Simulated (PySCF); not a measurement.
C3H5O, SMILES [CH2]C(=O)C, multiplicity 2. Atoms are numbered in the order given.

```xyz
9

C      0.8623    -1.1360     0.0000
C     -0.1231    -0.0818     0.0000
C      0.3661     1.3492     0.0000
O     -1.3201    -0.3513     0.0000
H      1.9362    -0.9321     0.0000
H      0.5109    -2.1703     0.0000
H      0.9889     1.5489     0.8862
H     -0.4963     2.0271     0.0000
H      0.9889     1.5489    -0.8862
```
Charge 0, spin multiplicity 2.

Geometry: PBE0-D3(BJ)/def2-SVP. The isomer is the one that the SMILES or the coordinates give; other isomers of the formula were not compared.

Computed with B3LYP/pcH-1 (PySCF).

Unrestricted Kohn–Sham, ⟨S²⟩ = 0.764. Hyperfine tensors hold the contact and dipolar terms, without spin-orbit corrections.

Question: Estimate the hyperfine couplings. (The exact figures need the calculation; the answer reports its results.)

Answer: 
```tsv
nucleus	A(iso) (MHz)	A(iso) (G)	dipolar principal values (MHz)
13C no. 1	75.2	26.8	-69.0, -68.2, 137.2
13C no. 2	-41.0	-14.6	-16.2, 5.2, 10.9
13C no. 3	-2.0	-0.7	-1.0, 0.2, 0.8
17O no. 4	-18.9	-6.7	-89.9, 44.6, 45.4
1H no. 5	-55.1	-19.7	-32.2, -2.2, 34.3
1H no. 6	-55.0	-19.6	-30.2, -2.7, 33.0
1H no. 7	-2.5	-0.9	-2.8, -1.9, 4.7
1H no. 8	-1.8	-0.6	-2.0, -1.1, 3.1
1H no. 9	-2.5	-0.9	-2.8, -1.9, 4.7
```

Question: And the g tensor (effective nuclear charges for spin-orbit coupling, GIAO)? (An estimate is asked for; the answer gives what the named calculation found.)

Answer: principal values 2.0022, 2.0043, 2.0087; isotropic 2.0051.
